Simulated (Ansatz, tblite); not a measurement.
Forces on the cluster MnI₂ at its r2SCAN-D4/def2-TZVP geometry. The state is a doublet with charge 0.

In the def2 sets I takes a core potential; there is no spin–orbit coupling. The xTB rows come from tblite. At r2SCAN-D4/def2-TZVP the charge 0 doublet is spin-contaminated (final ⟨S²⟩ up to 2.72, 0.75 for a pure state). The structure comes from a short search, and lower isomers may exist.

GFN1-xTB (tblite), largest force 1.16 eV/Å:

```xyz
3
positions Å, forces eV/Å
Mn   -0.003   -0.003   -0.001    0.006    0.005    0.002
I    -1.469    1.168    1.632    0.682   -0.547   -0.762
I     1.472   -1.166   -1.631   -0.689    0.542    0.760
```

GFN2-xTB (tblite), largest force 1.64 eV/Å:

```
Mn 0.003 0.003 0.001
I 0.967 -0.771 -1.076
I -0.971 0.768 1.075
```

r2SCAN-D4/def2-TZVP (Ansatz), largest force 0.01 eV/Å:

```
Mn 0.001 0.001 0.000
I 0.005 -0.005 -0.006
I -0.006 0.004 0.006
```
